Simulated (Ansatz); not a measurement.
CH$_{5}$FMoN$_{2}$O, SMILES `C[N]=[Mo]([NH2])(=[O])[F]`. The species carries charge 0 and has multiplicity 1. Mo: def2 effective core potential.

```xyz
11

C    -1.588    1.093   -0.667
N    -0.494    0.581    0.079
Mo    1.124    0.005    0.203
N     0.960   -1.779    0.917
O     1.822   -0.045   -1.326
F     2.085    1.127    1.348
H    -2.462    0.447   -0.529
H    -1.359    1.148   -1.737
H    -1.853    2.092   -0.307
H     1.650   -2.492    0.727
H     0.114   -2.177    1.293
```

List the harmonic frequencies (cm⁻¹, unscaled) at PBE0-D4/def2-TZVP in Ansatz. (An estimate is asked.)

Computed: 95, 114, 119, 195, 229, 240, 339, 368, 410, 465, 660, 672, 715, 735, 1033, 1099, 1105, 1339, 1430, 1464, 1468, 1547, 3016, 3088, 3094, 3577, 3687.

Is this a minimum?

Yes, all 27 modes are real.

Give the ideal-gas thermochemistry at 298.15 K and 1 bar (rigid rotor, harmonic oscillator; point group C1, symmetry number 1).

Zero-point energy 193.2 kJ/mol; H(298) − E = 217.8 kJ/mol; entropy 378.8 J/(mol·K), of which translation 173.3, rotation 116.5, vibration 89.0; G(298) − E = 104.8 kJ/mol. Modes under 100 cm⁻¹ are hindered rotations or soft bends, so the harmonic entropy is rough.

Rotational constants (cm⁻¹)?

0.1049, 0.06291, 0.05799.
